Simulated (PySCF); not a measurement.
**From orbital energies to the Hartree-Fock energy**

System: H$_{3}$O (SMILES [OH3+]), charge +1, singlet, geometry from GFN2-xTB. Level: HF/def2-TZVP in PySCF. Sums are taken with unrounded values, so a last digit can differ.

Occupied orbital energies (Eh, each doubly occupied): -21.00113, -1.79565, -1.12938, -1.12938, -0.95265. One-electron energy -128.42998 Eh, nuclear repulsion 13.88476 Eh.

Question: Work out the total energy, and say why twice the sum of orbital energies isn't the electronic energy.

Answer: Twice the sum of the occupied levels is -52.01637 Eh. It holds the one-electron energy once and the electron-electron energy twice, since each pair is counted from both sides: 2Σε = E1 + 2 E2. So E2 = (-52.01637 - (-128.42998))/2 = 38.20681 Eh, and E = E1 + E2 + E_nuc = -76.33842 Eh. PySCF's converged energy is -76.33842 Eh.
